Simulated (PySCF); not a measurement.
Vertical excitations of a molecule CH5ClFNOSi from TDDFT-ωB97X/def2-SVPD (PySCF), as energy in eV (oscillator strength): 7.60 (0.047), 8.52 (0.012), 8.77 (0.012), 9.01 (0.045), 9.08 (0.048), 9.28 (0.032), 9.41 (0.042), 9.61 (0.005), 9.75 (0.000), 9.90 (0.049). Lowest triplet (TDA): 7.29 eV. Coordinates come from a B3LYP-D3(BJ)/def2-SVP optimisation. One conformer was computed; it need not be the lowest.

Task: Which molecule gave these data?
A) N[Si@](O)(Cl)CF
B) NC[Si@@](O)(F)Cl
C) CN[Si@@](O)(F)Cl
D) CO[Si](N)(F)Cl

Result: D, CO[Si](N)(F)Cl
